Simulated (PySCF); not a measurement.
HI, charge +1, doublet, geometry from GFN2-xTB (a state made from the parent by changing its charge; the spin is typed, not shown lowest) (all electrons, no relativity), with bond 1-2 at 1.3 times its length; PBE/6-311G** (PySCF).

Here is a job for PySCF.
```python
from pyscf import gto, scf, dft

mol = gto.M(
    atom='''
I     0.00000000    0.00000000   -0.51662629
H     0.00000000    0.00000000    1.59192986
''',
    basis='6-311g**',
    charge=1,
    spin=1,
    verbose=4,
)

mf = dft.UKS(mol)
mf.xc = 'pbe'
mf.init_guess = 'huckel'
mf.kernel()
```

Output, abridged:

```
PySCF version 2.14.0

[INPUT] verbose = 4
[INPUT] num. atoms = 2
[INPUT] num. electrons = 53
[INPUT] charge = 1
[INPUT] spin (= nelec alpha-beta = 2S) = 1
[INPUT] symmetry False subgroup None
[INPUT] Mole.unit = angstrom
[INPUT] Symbol           X                Y                Z      unit          X                Y                Z       unit  Magmom
[INPUT]  1 I      0.000000000000   0.000000000000  -0.516626290000 AA    0.000000000000   0.000000000000  -0.976282196850 Bohr   0.0
[INPUT]  2 H      0.000000000000   0.000000000000   1.591929860000 AA    0.000000000000   0.000000000000   3.008311444917 Bohr   0.0

nuclear repulsion = 13.3012308819758
number of shells = 28
number of NR pGTOs = 94
number of NR cGTOs = 68
basis = 6-311g**
ecp = {}

******** <class 'pyscf.dft.uks.UKS'> ********
method = UKS
initial guess = huckel
damping factor = 0
level_shift factor = 0
DIIS = <class 'pyscf.scf.diis.CDIIS'>
diis_start_cycle = 1
diis_space = 8
diis_damp = 0
SCF conv_tol = 1e-09
SCF conv_tol_grad = None
SCF max_cycles = 50
direct_scf = True
direct_scf_tol = 1e-13
number electrons alpha = 27  beta = 26
XC library pyscf.dft.libxc version 7.1.2
    S. Lehtola, C. Steigemann, M. J. T. Oliveira, and M. A. L. Marques,  SoftwareX 7, 1–5 (2018)
XC functionals = pbe
    J. P. Perdew, K. Burke, and M. Ernzerhof,  Phys. Rev. Lett. 77, 3865 (1996)
    J. P. Perdew, K. Burke, and M. Ernzerhof,  Phys. Rev. Lett. 78, 1396 (1997)
    J. P. Perdew, K. Burke, and M. Ernzerhof,  Phys. Rev. Lett. 77, 3865 (1996)
    J. P. Perdew, K. Burke, and M. Ernzerhof,  Phys. Rev. Lett. 78, 1396 (1997)
radial grids:
    Treutler-Ahlrichs [JCP 102, 346 (1995); DOI:10.1063/1.469408] (M4) radial grids

becke partition: Becke, JCP 88, 2547 (1988); DOI:10.1063/1.454033
pruning grids: <function nwchem_prune>
grids dens level: 3
symmetrized grids: False
atomic radii adjust function: <function treutler_atomic_radii_adjust>
small_rho_cutoff = 0
Set gradient conv threshold to 3.16228e-05
Initial guess from on-the-fly Huckel, doi:10.1021/acs.jctc.8b01089.
Spherically averaged atomic HF for {'H', 'I'}

******** <class 'pyscf.scf.atom_hf.AtomSphAverageRHF'> ********
method = AtomSphAverageRHF
initial guess = minao
damping factor = 0
level_shift factor = 0
DIIS = <class 'pyscf.scf.diis.CDIIS'>
diis_start_cycle = 1
diis_space = 8
diis_damp = 0
SCF conv_tol = 1e-09
SCF conv_tol_grad = None
SCF max_cycles = 50
direct_scf = True
direct_scf_tol = 1e-13
atom = I
Set gradient conv threshold to 3.16228e-05
Initial guess from minao.
init E= -6879.16842484351
cycle= 1 E= -6916.542868748  delta_E= -37.4  |g|=    0  |ddm|= 2.42
cycle= 2 E= -6916.63826822317  delta_E= -0.0954  |g|=    0  |ddm|=  0.5
cycle= 3 E= -6916.66395736241  delta_E= -0.0257  |g|=    0  |ddm|= 0.367
cycle= 4 E= -6916.66497544327  delta_E= -0.00102  |g|=    0  |ddm|= 0.0635
cycle= 5 E= -6916.66499032203  delta_E= -1.49e-05  |g|=    0  |ddm|= 0.0131
cycle= 6 E= -6916.66499040733  delta_E= -8.53e-08  |g|=    0  |ddm|= 0.00159
cycle= 7 E= -6916.66499040896  delta_E= -1.63e-09  |g|=    0  |ddm|= 0.000303
cycle= 8 E= -6916.66499040898  delta_E= -1.91e-11  |g|=    0  |ddm|= 3.45e-05
Extra cycle  E= -6916.66499040901  delta_E= -2.91e-11  |g|=    0  |ddm|= 1.25e-06
Atomic HF for atom  I  converged. SCF energy = -6916.66499040901

******** 1 electron system ********
Atomic HF for atom  H  converged. SCF energy = -0.499809815273282

tot grids = 31768
init E= -6918.92390982081
cycle= 1 E= -6918.90001801177  delta_E= 0.0239  |g|= 0.546  |ddm|= 1.82
cycle= 2 E= -6918.62418253987  delta_E= 0.276  |g|= 0.915  |ddm|= 2.03
cycle= 3 E= -6919.08571276602  delta_E= -0.462  |g|= 0.101  |ddm|= 1.07
cycle= 4 E= -6919.07953959863  delta_E= 0.00617  |g|= 0.117  |ddm|= 1.06

cycle= 5 E= -6919.09151049833  delta_E= -0.012  |g|= 0.04  |ddm|= 1.05

cycle= 6 E= -6919.09092686523  delta_E= 0.000584  |g|= 0.0496  |ddm|= 1.04

cycle= 7 E= -6919.09186269185  delta_E= -0.000936  |g|= 0.0339  |ddm|= 1.04

cycle= 8 E= -6919.09205380992  delta_E= -0.000191  |g|= 0.0297  |ddm|= 0.00885

cycle= 9 E= -6919.09240086415  delta_E= -0.000347  |g|= 0.0199  |ddm|= 0.02

cycle= 10 E= -6919.09265180844  delta_E= -0.000251  |g|= 0.0064  |ddm|= 0.0328

cycle= 11 E= -6919.09265053822  delta_E= 1.27e-06  |g|= 0.00659  |ddm|= 0.072

cycle= 12 E= -6919.09268060599  delta_E= -3.01e-05  |g|= 0.00152  |ddm|= 0.0559

cycle= 13 E= -6919.09268293709  delta_E= -2.33e-06  |g|= 0.000459  |ddm|= 0.0037

cycle= 14 E= -6919.09268307585  delta_E= -1.39e-07  |g|= 0.000178  |ddm|= 0.00128

cycle= 15 E= -6919.09268309686  delta_E= -2.1e-08  |g|= 5.33e-06  |ddm|= 0.000355

cycle= 16 E= -6919.09268309689  delta_E= -2.55e-11  |g|= 9.3e-07  |ddm|= 1.25e-05

Extra cycle  E= -6919.09268309689  delta_E= 3.64e-12  |g|= 1.94e-06  |ddm|= 1.57e-05
converged SCF energy = -6919.09268309689  <S^2> = 0.75675495  2S+1 = 2.0067436
```
